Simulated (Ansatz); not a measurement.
Molecule: C4H5GeS, charge -1, multiplicity 1. It need not be the lowest isomer of its formula. Whether it binds its extra electron was not tested at this geometry. 
Geometry from a B3LYP-D3(BJ)/def2-TZVP (Ansatz, a quantum-chemistry and plane-wave program) optimisation:
```
C
C 1 1.3797
H 2 1.0868 1 122.60
C 2 1.4252 3 123.89 1 -180.00
H 4 1.0883 2 120.75 3 0.00
C 4 1.3949 5 121.73 2 180.00
S 6 1.7296 4 104.66 5 -180.00
Ge 1 1.9076 2 126.77 3 0.00
H 8 1.5535 1 111.42 2 0.00
H 8 1.5556 9 106.05 1 -124.70
H 8 1.5556 9 106.05 10 -110.61
```
Charge -1, spin multiplicity 1.

Basis-set convergence of Hartree-Fock and MP2 correlation energies (hartree) with Ansatz. Correlated levels leave the core frozen unless marked. Spin-orbit coupling is left out. The frozen core is the preceding noble-gas configuration, with the filled d and f shells of earlier blocks. Non-relativistic.

```tsv
basis	functions	E(HF)	E(corr, MP2)
def2-SVPD	185	-2626.71701	-0.80134
def2-TZVPPD	338	-2627.28243	-0.95018
def2-QZVPPD	591	-2627.34100	-1.01125
```

Extrapolating the two largest sets (X = 3 and 4) as X^-3: E(corr) = (64·(-1.01125) - 27·(-0.95018))/37 = -1.0558 Eh, an estimate of the basis-set limit. The largest set recovers 95.8 % of it, the smallest 75.9 %.
